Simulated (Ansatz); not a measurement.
Reaction (redistribution): `C[O][Ga]([Br])[O][SiH3]` + `C[SiH](F)Br` → `[SiH3][O][Ga]([Br])[Br]` + `CO[SiH](C)F`

Isolated molecules relaxed with PBE0-D4/def2-TZVP in Ansatz; ΔE leaves out vibrations. CCSD(T)/CBS is the MP2 limit (def2-TZVPP, def2-QZVPP) plus CCSD(T) − MP2 in def2-TZVPP, frozen cores. DFT in def2-TZVPP. B3LYP here is the variant with VWN-RPA as its local correlation; programs differ in this. HSE06 is defined as in plane-wave codes. For Br, Ga outer-core shells are correlated without core-valence functions, which leaves a few kJ/mol of doubt a bond. Scalar relativity is left out up to krypton. Each species was taken in one conformer, which may not be the lowest.

`C[O][Ga]([Br])[O][SiH3]`:

Cartesian coordinates in Å:
```
C 0.137 -1.114 -2.283
O -1.065 -0.552 -1.796
Ga -1.161 0.219 -0.217
Br -3.109 1.096 0.506
O 0.302 0.283 0.771
Si 0.766 0.843 2.238
H 0.416 -0.616 -3.217
H 0.972 -1.020 -1.580
H -0.019 -2.176 -2.492
H 2.203 1.212 2.165
H 0.585 -0.212 3.271
H -0.027 2.038 2.634
```

`C[SiH](F)Br`:

```xyz
8

C    -0.471    0.854   -0.304
Si    0.250   -0.725    0.319
F    -0.342   -1.947   -0.518
Br    2.446   -0.727    0.046
H    -1.559    0.840   -0.192
H    -0.074    1.700    0.261
H    -0.229    0.998   -1.358
H    -0.022   -0.993    1.746
```

`[SiH3][O][Ga]([Br])[Br]`:

```xyz
8

Si   -0.422   -0.639   -1.249
O     0.265    0.543   -0.340
Ga    0.556    0.881    1.360
Br    1.604    2.801    1.904
Br   -0.118   -0.601    2.932
H    -1.886   -0.410   -1.363
H     0.192   -0.596   -2.599
H    -0.192   -1.978   -0.643
```

`CO[SiH](C)F`:

Cartesian coordinates in Å:
```
C -2.049 -0.361 0.483
O -0.733 -0.585 0.026
Si 0.438 0.545 -0.019
C 2.003 -0.269 -0.549
F 0.048 1.686 -1.075
H -2.509 -1.328 0.692
H -2.060 0.236 1.403
H -2.643 0.155 -0.276
H 0.518 1.239 1.293
H 1.874 -0.750 -1.521
H 2.302 -1.031 0.174
H 2.810 0.463 -0.631
```

```csv
level,ΔE (kJ/mol),difference from CCSD(T)/CBS
LDA (SPW92),-80.0,2.4
revPBE-D4,-76.2,6.2
BLYP-D4,-81.8,0.6
r2SCAN0-D4,-88.7,-6.3
HSE06-D4,-84.2,-1.8
CAM-B3LYP-D4,-88.9,-6.5
ωB97X-V,-84.3,-1.9
ωB97M-V,-86.7,-4.3
PBE-QIDH,-86.1,-3.7
B3LYP,-88.1,-5.7
HSE06,-84.5,-2.1
BHLYP,-95.3,-12.9
CAM-B3LYP,-89.2,-6.8
CCSD/def2-TZVPP,-87.2,-4.8
CCSD(T)/def2-TZVPP,-84.5,-2.1
HF/CBS(def2),-101.9,-19.5
CCSD(T)/CBS,-82.4,0
```

Largest T1 diagnostic among the species: 0.012.

At CCSD(T), def2-SVP lies +4.0 kJ/mol from the extrapolated value and def2-TZVPP −2.1 kJ/mol. Leaving LDA and LC-ωPBE aside and taking each functional with its dispersion term where it has one, the values, not all of them listed here, spread over 18.9 kJ/mol, from BHLYP-D4 to revPBE-D4. From r2SCAN to r2SCAN0 (25 % exact exchange), in def2-TZVPP and without D4, ΔE moves by −5.2 kJ/mol.
